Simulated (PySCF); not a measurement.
Compound: C7H6F3O (charge +1).
Cartesian coordinates in Å at the GFN2-xTB level; atoms count from 1:
```
atom  x, y, z in Å
F1     3.8283   -1.1123    0.2734
C2     2.7696   -0.3935    0.5329
F3     2.5077   -0.4454    1.8345
F4     3.0118    0.8768    0.2274
O5     1.7305   -0.8952   -0.2058
C6     0.4984   -0.3865   -0.1681
C7     0.1057    0.7152    0.6240
C8    -1.1861    1.1457    0.5824
C9    -2.1927    0.5080   -0.2591
C10   -1.7256   -0.6242   -1.0561
C11   -0.4354   -1.0446   -1.0056
H12    0.8154    1.2197    1.2635
H13   -1.4884    1.9884    1.1890
H14   -3.0597    0.2079    0.3545
H15   -2.6687    1.2604   -0.9117
H16   -2.4374   -1.1280   -1.6950
H17   -0.0801   -1.8804   -1.5901
```

NICS = −σ at a ghost point: NICS(0) at the centroid of the ring atoms, NICS(1) 1 Å to either side along the normal of their mean plane, zz for the tensor component along that normal. Level: GIAO PBE0/pcSseg-1 (PySCF, non-relativistic, gas phase) on the GFN2-xTB geometry, one conformer.

Ring bond lengths (Å), with Mayer bond orders in brackets: C6–C7 1.413 (1.23), C7–C8 1.362 (1.63), C8–C9 1.459 (1.11), C9–C10 1.461 (1.11), C10–C11 1.358 (1.64), C11–C6 1.417 (1.25).

**Question.** Give the NICS values of each ring in ppm.

**Answer.** 
```csv
ring,type,NICS(0),"NICS(1), two faces","NICS(1)zz, two faces",rms pucker (Å),"centre to ring atoms, mean (Å)"
C6–C7–C8–C9–C10–C11,"6-membered carbocycle; formal bonds 2 double, 4 single",-0.9,-5.6 / -5.6,-11.3 / -11.3,0.00,1.41
```

**Question.** What can be read from them?

**Answer.** 
- C6–C7–C8–C9–C10–C11: mean NICS(1)zz -11.3 ppm, shielded. C9 has four or more neighbours, so the value isn't read as a sign of a π ring current.

**Question.** How shielded are the nuclei of the rings and their hydrogens (means over atoms taken as equivalent)?

**Answer.** 
| atoms | environment | σ isotropic (ppm) |
| --- | --- | --- |
| C6 | carbon bonded to 2 C and O | -1.7 |
| C7 (×2) | carbon bonded to 2 C and H | 53.5 |
| C8 (×2) | carbon bonded to 2 C and H | -4.7 |
| C9 | allylic carbon | 139.3 |
| H12 (×2) | hydrogen on carbon | 23.39 |
| H13 (×2) | hydrogen on carbon | 22.13 |
| H14 (×2) | methylene hydrogen | 26.60 |
